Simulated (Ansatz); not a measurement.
Geometry optimisation, RHF/def2-SVP (Ansatz 0.2.0).

Input:

```yaml
crystal:
  periodic: [false, false, false]
  atoms:
    - { symbol: W, position_ang: [-0.486872, 0.235805, -0.138584] }
    - { symbol: H, position_ang: [1.75984, -0.797727, 1.424959] }
    - { symbol: F, position_ang: [2.127186, 0.0365, 1.403416] }
    - { symbol: F, position_ang: [-0.663336, 2.056613, -0.05956] }
    - { symbol: H, position_ang: [-1.99733, -0.161923, -0.73051] }
    - { symbol: F, position_ang: [-0.008451, -1.36937, 0.678119] }
    - { symbol: H, position_ang: [0.208464, 0.000102, -1.638239] }
basis:
  gaussian: { orbitals: def2-SVP }
hamiltonian:
  xc: hf
relax:
  f_tol: 0.03
  max_steps: 50
output:
  orbitals: {}
```

Launched with:

```bash
$ ansatz run input.yaml --threads 1 --pin off --max-ram 2048MiB --backend cpu --events-out ev --progress --plain --runs-dir out
```

Problem. Where does it end, and by what steps?

Solution. The forces met the threshold. The force dipped under the threshold on the way, but the program's further checks kept it going. After 11 steps the energy has fallen by 0.115 eV; F3 moved furthest, 0.44 Å. Joined: W1–F3.

| step | energy less start (eV) | largest force component (eV/Å) | accepted |
| --- | --- | --- | --- |
| 0 | 0.0000 | 0.369 | yes |
| 1 | 0.0126 | 2.524 | no |
| 2 | -0.0298 | 0.718 | yes |
| 3 | -0.0522 | 0.836 | yes |
| 4 | -0.0812 | 0.838 | yes |
| 5 | -0.0854 | 1.376 | yes |
| 6 | -0.1124 | 0.136 | yes |
| 7 | -0.1113 | 0.119 | no |
| 8 | -0.1141 | 0.023 | yes |
| 9 | -0.1148 | 0.048 | yes |
| 10 | -0.1149 | 0.042 | yes |
| 11 | -0.1149 | 0.026 | yes |

```xyz
7
Properties=species:S:1:pos:R:3
W -0.468 0.145 -0.086
H 2.064 -0.639 1.436
F 1.768 0.187 1.201
F -0.472 1.976 0.088
H -1.983 -0.071 -0.787
F -0.258 -1.540 0.655
H 0.289 -0.058 -1.569
```

Whether the end is a true minimum wasn't checked by a vibrational analysis.

Run time: 25 s on 1 thread of Arm Neoverse V1, on a shared host, peak memory 0.16 GiB.
